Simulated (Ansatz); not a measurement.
Ansatz (a quantum-chemistry and plane-wave program) input (B3LYP/LANL2DZ): The .json file is the Basis Set Exchange's LANL2DZ.

Ansatz 0.2 input:
```yaml
crystal:
  periodic: [false, false, false]
  atoms:
    - {symbol: Sn, position_ang: [-0.00000000, -0.00000000, -1.46334711]}
    - {symbol: I, position_ang: [0.00000000, 0.00000000, 1.38051615]}
basis:
  gaussian:
    orbitals: LANL2DZ.json
hamiltonian:
  xc: {name: B3LYP}
magnetization: {spin_polarized: true, initial_magnetization: 1}
phonons: {temperatures: {t_min: 298.15, t_max: 298.15, t_step: 100}}
```

Problem. Which harmonic wavenumbers does it give?

Solution. 171 cm⁻¹ (unscaled; negative means imaginary).
